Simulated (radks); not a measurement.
Numerical settings for neutral scandium, [Ar] 3d1 4s2. Method: non-relativistic Kohn-Sham, SCAN, spin-unpolarised, spherical densities, point nucleus; meta-GGA in the generalised Kohn-Sham scheme; computed with a radial shooting solver on a logarithmic mesh with Libxc functionals. The defaults (mesh step 0.008 in ln r, mesh end at 40 bohr or more with all orbitals vanishing there, Anderson mixing 0.5 over 9 steps, residual threshold near 1e-9 with the energy settled to 1e-9 hartree or 1e-11 of itself, here a cap of 98 iterations) give E = -760.655 hartree and 3d at -3.108 eV in 17 iterations. Run on one thread of a shared host, so times are rough (Intel(R) Xeon(R) 6975P-C): 0.08 s of CPU time, 0.08 s wall, 17 iterations on 2669 mesh points. Changes against that run (0 stands for a change within the tolerance of the run):

\begin{tabular}{lrrrrr}
setting & iterations & converged & E (mhartree) & e(3d) (meV) & CPU (s) \\ \hline
mesh step in ln r 0.005 & 19 & yes & +0.423 & -0.254 & 0.14 \\
mesh step in ln r 0.2 & 2 & no & diverged & - & 0 \\
mesh step in ln r 0.08 & 4 & no & diverged & - & 0.01 \\
mesh end (bohr) 400 & 18 & yes & +0.589 & +0.097 & 0.09 \\
mesh end (bohr) 8 & 16 & yes & +11.4 & +471 & 0.1 \\
residual threshold 0.01 & 13 & yes & 0 & -0.0148 & 0.07 \\
residual threshold 0.001 & 13 & yes & 0 & -0.0148 & 0.07 \\
mixing 1.5 & 4 & no & diverged & - & 0.05 \\
linear mixing, mixing 0.05 & 98 & no & -0.0599 & -8.45 & 0.4 \\
linear mixing, mixing 0.8 & 37 & yes & 0 & 0 & 0.16 \\
mixing history 2 & 23 & yes & 0 & 0 & 0.1 \\
iteration cap 5 & 5 & no & -0.0497 & +46.5 & 0.04 \\
\end{tabular}

Settings that end as converged yet miss the energy by more than 1 mhartree: mesh end (bohr) 8 (+0.0114 hartree). A mesh that ends early acts as a hard wall.
